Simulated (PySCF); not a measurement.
Species: 2-bromoacrolein, C₃H₃BrO.
Z-matrix (Å and degrees, PBE0-D3(BJ)/def2-SVP geometry), rows numbered from 1:
```
C 
C   1  1.3352
Br  2  1.8843  1  123.10
C   2  1.4947  1  121.82  3   179.90
O   4  1.2011  2  122.82  1    -0.75
H   1  1.0941  2  117.76  3   179.98
H   1  1.0909  2  122.66  3     0.02
H   4  1.1169  2  114.80  1   179.37
```

Computed with PySCF at CAM-B3LYP/def2-SVPD, non-relativistic, on one gas-phase PBE0-D3(BJ)/def2-SVP geometry that isn't relaxed in the solvent. The solvent is an IEF-PCM continuum (cavity from Bondi-type radii × 1.2). Specific hydrogen bonds and non-electrostatic terms are outside this model. Spin–orbit coupling is left out although an atom past zinc is present.

```csv
medium,total energy (Eh),HOMO (eV),LUMO (eV),dipole (D)
gas phase,-2765.057184,-9.176,-1.342,1.677
water (ε = 78.36),-2765.064381,-8.999,-1.165,2.165
```

Task: What is E(solvent) − E(gas) in water, in kcal/mol?

Result: -2765.064381 − (-2765.057184) = -0.007197 Eh = -4.52 kcal/mol.

Task: Scale it by Onsager's factor (ε − 1)/(2ε + 1) to chloroform (ε = 4.711), and compare with the calculation.

Result: The factor goes from 0.490 to 0.356, a ratio of 0.726, which gives -3.28 kcal/mol. The calculation gives -3.21 kcal/mol (total energy -2765.062306 Eh), so the scaled value is 2.0 % too large in size.

Task: Scale the changes of the other columns the same way. What are the values in chloroform?

Result: 
```
  quantity  scaled  computed  difference
 HOMO (eV)  -9.047    -9.037      -0.010
 LUMO (eV)  -1.213    -1.201      -0.012
dipole (D)   2.031     2.022      +0.009
```

Task: How does each lowering split into the polarisation term (half the interaction with the induced surface charges) and the distortion of the solute's density?

Result: water: -5.30 + 0.78 kcal/mol, the distortion taking back 15 % of the polarisation term; chloroform: -3.61 + 0.40 kcal/mol, the distortion taking back 11 % of the polarisation term.
